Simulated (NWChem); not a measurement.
System: C4H4; SMILES C#CC=C

NWChem input:

```
start job
memory heap 200 mb stack 900 mb global 1100 mb
geometry units angstroms
  C      0.178619    -1.918525     0.000000
  C     -0.111248    -0.739503     0.000000
  C     -0.486443     0.634296     0.000000
  C      0.377566     1.659418     0.000000
  H      0.442619    -2.959944     0.000000
  H     -1.564380     0.837069     0.000000
  H      1.458171     1.495749     0.000000
  H      0.018801     2.691255     0.000000
end
basis spherical
  * library 6-31g*
end
dft
  xc hfexch
  iterations 150
end
driver
  maxiter 120
end
task dft optimize
task dft freq
```

The level has its own optimisation; frequencies are unscaled. Brackets give each atom's bonded neighbours.

Problem. What results follow from this input? (Hartree-Fock/6-31G* (spherical d).) Quantities: r C–C [C(CC)–C(CH)] (Å); r C–H [C(CH)–H(C)] (Å); r C–C [C(CC)–C(CCH)] (Å); r C–C [C(CCH)–C(CHH)] (Å); highest harmonic frequency (cm⁻¹); lowest (cm⁻¹); zero-point energy (kcal/mol); dipole (D).

Solution. 
| Quantity | Value |
|---|---|
| r C–C [C(CC)–C(CH)] (Å) | 1.189 |
| r C–H [C(CH)–H(C)] (Å) | 1.056 |
| r C–C [C(CC)–C(CCH)] (Å) | 1.439 |
| r C–C [C(CCH)–C(CHH)] (Å) | 1.322 |
| highest harmonic frequency (cm⁻¹) | 3663 |
| lowest (cm⁻¹) | 252 |
| zero-point energy (kcal/mol) | 41.5 |
| dipole (D) | 0.47 |
